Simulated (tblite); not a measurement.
Compound: C2H8F3P3Si.
Numbering: `[CH3:1][P:2]([PH:3][PH:4][SiH3:5])[C:6]([F:7])([F:8])[F:9]` (hydrogens: H10, H11, H12 on C1; H13 on P3; H14 on P4; H15, H16, H17 on Si5)

Cartesian coordinates in Å at the GFN2-xTB level; atoms count from 1:
```
atom  x, y, z in Å
C1    -1.835    1.279   -0.725
P2    -1.406    0.321    0.793
P3     0.388   -0.691    0.081
P4     1.669    1.052    0.271
Si5    3.628   -0.058    0.217
C6    -2.542   -1.135    0.425
F7    -3.829   -0.777    0.541
F8    -2.404   -1.648   -0.808
F9    -2.335   -2.140    1.287
H10   -1.172    2.143   -0.773
H11   -1.721    0.676   -1.627
H12   -2.863    1.631   -0.638
H13    0.683   -1.175    1.360
H14    1.646    1.321   -1.093
H15    3.783   -0.688    1.530
H16    4.639    0.972   -0.011
H17    3.667   -1.073   -0.838
```

Computed with GFN2-xTB (tblite): harmonic, unscaled wavenumbers at the GFN2-xTB geometry, gas phase. Errors from tens to a few hundred cm⁻¹ against measured bands are possible. Modes of hydrogen on phosphorus and silicon can be 10 to 20 % off. One conformer, not necessarily the lowest.

Harmonic wavenumbers (cm⁻¹): 29.0, 33.7, 46.5, 57.5, 82.0, 119.8, 121.1, 164.2, 186.5, 195.6, 255.6, 291.3, 416.0, 448.1, 463.2, 473.6, 474.5, 482.4, 499.5, 538.3, 624.5, 669.0, 697.8, 726.8, 742.1, 746.7, 763.3, 771.4, 862.8, 885.7, 899.3, 1040.6, 1053.7, 1086.4, 1313.6, 1419.4, 1431.9, 2240.4, 2245.4, 2249.7, 2274.8, 2284.2, 2976.7, 2994.4, 2999.0.

A = 1968, B = 393.2, C = 361.1 MHz; mass 209.956 u (most abundant isotopes); point group C1, symmetry number 1.

**Question.** What is the zero-point energy?

**Answer.** ½Σν̃ = 20689 cm⁻¹ = 247.50 kJ/mol.

**Question.** What is S at 500 K and 1 bar for an ideal gas of classical rigid rotors and harmonic oscillators?

**Answer.** Translation 186.29, rotation 137.91, vibration 317.58: S = 641.8 J/(mol K).

**Question.** And Cp and H(500 K) − H(0)?

**Answer.** Cp = 273.27 J/(mol K), of which vibrations give 240.01 (their classical limit is 45 R = 374.2); H(500 K) − H(0) = 89.25 kJ/mol without the zero-point energy, 72.62 from vibrations.

**Question.** How do the functions run with temperature in this model?

**Answer.** 
```csv
T (K),S (J/(mol K)),Cp (J/(mol K)),H − H(0) (kJ/mol),G − H(0) (kJ/mol),ln q(vib)
150,398.5,136.9,13.68,-46.09,6.78
250,481.0,189.6,30.07,-90.19,11.17
298.15,516.3,211.1,39.73,-114.21,13.15
400,583.7,247.2,63.16,-170.31,17.11
600,693.4,293.3,117.62,-298.45,24.10
900,820.8,333.6,212.24,-526.46,33.01
```

q(vib) and H(0) count from the zero-point level.

**Question.** Blend soft modes into free rotors: weight 1/[1 + (100 cm⁻¹/ν̃)⁴] for the oscillator and the rest for a rotor with moment μB/(μ + B), μ = h/(8π²ν), B = 10⁻⁴⁴ kg m². What vibrational entropy results?

**Answer.** 278.50 J/(mol K) in place of 317.58, which changes −T·S at 500 K by +19.54 kJ/mol.

**Question.** What must be added to the electronic energy to get the Gibbs energy at 500 K and 1 bar?

**Answer.** ZPE + [H(500 K) − H(0)] − T·S = 247.50 + 89.25 − 320.89 = 15.86 kJ/mol.

**Question.** Which modes carry the vibrational entropy at 500 K?

**Answer.** 29.0 cm⁻¹: 28.97; 33.7 cm⁻¹: 27.72; 46.5 cm⁻¹: 25.04; 57.5 cm⁻¹: 23.28; 82.0 cm⁻¹: 20.34; 119.8 cm⁻¹: 17.21 J/(mol K); the other 39 give 175.02 together.

Hindered rotation and anharmonicity are outside this model. Other conformers, if any are populated, would add a mixing term that is left out. The structure is chiral; the term R ln 2 for an equal mix with its mirror image is left out.
